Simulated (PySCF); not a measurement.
CH6BOP (SMILES CB(O)P), singlet, geometry from GFN2-xTB, atoms displaced at random by about 0.08 Å a coordinate. Base run: PBE0/6-31G, gradient (PySCF).

The PySCF input:
```python
from pyscf import gto, scf, dft

mol = gto.M(
    atom='''
B     0.205199   -0.381069    0.229754
C     1.782319   -0.828545   -0.254537
H     2.328508   -1.449839    0.456680
H     2.133547    0.137277   -0.740228
H     1.460387   -1.439718   -1.138224
O    -0.350199   -0.847065    1.451710
H     0.177071   -1.444276    1.892187
P    -0.788806    0.955546   -0.517336
H    -2.132333    0.402670   -0.389194
H    -0.741805    0.480816   -1.879801
''',
    basis='6-31g',
    charge=0,
    spin=0,
    verbose=4,
)

mf = dft.RKS(mol)
mf.xc = 'pbe0'
mf.kernel()
g = mf.nuc_grad_method()
grad = g.kernel()
```

The coordinate followed is y of atom 3.

Each row names what was changed in the base input (with any setting that the change needs).

```json
[
 {"change": "base", "dE/dx (Eh/bohr)": "-0.012184", "net force (Eh/bohr)": "0.000074"},
 {"change": "conv_tol = 1e-6", "dE/dx (Eh/bohr)": "-0.012188", "net force (Eh/bohr)": "0.000074"},
 {"change": "grids.level = 0; grid_response = on", "dE/dx (Eh/bohr)": "-0.012429", "net force (Eh/bohr)": "0.000000"},
 {"change": "density fitting = on", "dE/dx (Eh/bohr)": "-0.012189", "net force (Eh/bohr)": "0.000074"},
 {"change": "grid_response = on", "dE/dx (Eh/bohr)": "-0.012184", "net force (Eh/bohr)": "0.000000"},
 {"change": "finite difference step (bohr) = 1e-3; conv_tol = 1e-11", "dE/dx (Eh/bohr)": "-0.012184", "net force (Eh/bohr)": "-"},
 {"change": "grids.level = 5; grid_response = off", "dE/dx (Eh/bohr)": "-0.012183", "net force (Eh/bohr)": "0.000004"},
 {"change": "grids.level = 1; grid_response = on", "dE/dx (Eh/bohr)": "-0.012190", "net force (Eh/bohr)": "0.000000"},
 {"change": "density fitting = on; auxbasis_response = off", "dE/dx (Eh/bohr)": "-0.012173", "net force (Eh/bohr)": "0.001594"},
 {"change": "finite difference step (bohr) = 0.05; conv_tol = 1e-11", "dE/dx (Eh/bohr)": "-0.012161", "net force (Eh/bohr)": "-"},
 {"change": "grids.level = 5; grid_response = on", "dE/dx (Eh/bohr)": "-0.012183", "net force (Eh/bohr)": "0.000000"},
 {"change": "grids.level = 1; grid_response = off", "dE/dx (Eh/bohr)": "-0.012186", "net force (Eh/bohr)": "0.000142"}
]
```

The net force is zero for an exact gradient.
